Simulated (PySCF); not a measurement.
acetylene (C2H2), SMILES C#C. Geometry optimised at PBE-D3(BJ)/def2-TZVPD.

PySCF with TDA-ωB97X/def2-TZVPD puts the lowest singlet excitations at 6.62, 6.87, 6.87, 8.40, 8.40, 8.98 eV.

Q: What are the lowest excitation roots from PySCF with ADC(2)/aug-cc-pVDZ? (The exact figures need the calculation; the answer reports its results.)

A: 7.28, 7.59, 8.20, 8.20, 8.56, 8.56 eV. S1 differs by 0.66 eV (second minus first; roots are paired by order, and the bases may differ).
